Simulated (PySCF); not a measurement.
(F3Si)2NMe, CH3F6NSi2.
Bonds: Si1–F2, Si1–F3, Si1–F4, Si1–N5, N5–C6, N5–Si7, Si7–F8, Si7–F9, Si7–F10. Hydrogens: H11, H12, H13 on C6.

A GFN2-xTB structure was refined with PySCF 2.14.0, PBE0-D3(BJ)/def2-SVP geometry optimisation, gas phase. Its GFN2-xTB values:

```csv
coordinate,GFN2-xTB
Si1–F2,1.616 Å
Si1–N5,1.616 Å
N5–C6,1.461 Å
C6–H11,1.119 Å
Si1–N5–C6,116.8°
Si1–N5–Si7,122.8°
F2–Si1–F3,103.1°
F2–Si1–N5,114.3°
F3–Si1–F4,100.1°
F3–Si1–N5,116.5°
F4–Si1–N5,114.8°
N5–Si7–F8,113.4°
Si1–N5–Si7–F8,-58°
F2–Si1–N5–C6,38°
```

**Question.** How do these coordinates change at the PBE0-D3(BJ)/def2-SVP level?

**Answer.** 
```csv
coordinate,PBE0-D3(BJ)/def2-SVP (Å or °),change
Si1–N5,1.704,+0.088
C6–H11,1.100,-0.019
Si1–F2,1.598,-0.018
N5–C6,1.475,+0.014
F3–Si1–N5,108.2,-8.3
F3–Si1–F4,108.4,+8.3
F2–Si1–F3,110.2,+7.1
F2–Si1–N5,110.3,-4.0
N5–Si7–F8,111.2,-2.2
F4–Si1–N5,113.7,-1.1
Si1–N5–Si7,121.9,-0.9
Si1–N5–C6,117.6,+0.8
Si1–N5–Si7–F8,-46,+12
F2–Si1–N5–C6,46,+8
```

The energy falls by 11.6 kcal/mol over 21 energy and gradient evaluations, the largest force component goes from 0.0855 to 2.9e-04 Eh/bohr, and the atoms move by 0.220 Å rms after alignment. The bond that changes most is Si1–N5 (ends: silicon bonded to 3 F and N; nitrogen bonded to C and 2 Si), which lengthens by 0.088 Å. Bonds longer at the end by more than 0.005 Å: 4 of 12; shorter: 7. Among the dihedrals that turn most is C6–N5–Si7–F9, from -122° to -107°. Rotational constants go from 1565, 689.4, 622.3 to 1547, 687.9, 622.8 MHz.

The run used 163 basis functions and 131 SCF cycles in all.

No frequency check.
